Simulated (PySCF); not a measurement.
**Mass spectrum arithmetic for `C=C(C#N)[C@H](CS)C(C)=O`**

Species: `C=C(C#N)[C@H](CS)C(C)=O`.

Calculated from tabulated atomic weights, isotope masses and abundances; no fragmentation.

Question: What are the average molar mass and the monoisotopic mass?

Answer: For C7H9NOS, with standard atomic weights, 7 × 12.011 + 1 × 14.007 + 1 × 32.060 + 1 × 15.999 + 9 × 1.008 = 155.215 g/mol. From the most abundant isotopes (12C, 14N, 32S, 16O, 1H), 7 × 12.000000 + 1 × 14.003074 + 1 × 31.972071 + 1 × 15.994915 + 9 × 1.007825 = 155.0405 u.

Question: What cluster does the molecular ion M+• show when like nominal masses merge?

Answer: 
| nominal mass | m/z (centroid) | relative intensity |
| --- | --- | --- |
| 155 | 155.0399 | 100.0 |
| 156 | 156.0427 | 8.9 |
| 157 | 157.0367 | 5.1 |
| 158 | 158.0394 | 0.4 |

Cut off at 0.1 %. One electron mass, 0.00055 u, is taken off.

Question: Resolve the fine structure: one atom at a time replaced by a minor isotope.

Answer: Intensity in % of the monoisotopic species:

```json
{"isotope": "15N", "mass shift (u)": "+0.99703", "m/z": "156.0370", "intensity (%)": "0.37"}
{"isotope": "33S", "mass shift (u)": "+0.99939", "m/z": "156.0393", "intensity (%)": "0.80"}
{"isotope": "13C", "mass shift (u)": "+1.00335", "m/z": "156.0433", "intensity (%)": "7.57"}
{"isotope": "17O", "mass shift (u)": "+1.00422", "m/z": "156.0442", "intensity (%)": "0.04"}
{"isotope": "2H", "mass shift (u)": "+1.00628", "m/z": "156.0462", "intensity (%)": "0.10"}
{"isotope": "34S", "mass shift (u)": "+1.99580", "m/z": "157.0357", "intensity (%)": "4.52"}
{"isotope": "18O", "mass shift (u)": "+2.00425", "m/z": "157.0442", "intensity (%)": "0.21"}
{"isotope": "36S", "mass shift (u)": "+3.99501", "m/z": "159.0349", "intensity (%)": "0.02"}
```

Species under 0.02 % are left out.

Question: How many rings plus π bonds does the formula give with the usual valences, and does the nitrogen rule hold?

Answer: (2 × 7 + 2 + 1 − 9)/2 = 4; the structure has 0 rings and 4 π bonds. The nominal mass 155 is odd, with 1 nitrogen, as the rule says.

Question: What resolving power m/Δm just matches the spacing of the species with one 33S and with one 13C?

Answer: They lie 0.00397 u apart at mass 156.04, so m/Δm is about 39000.
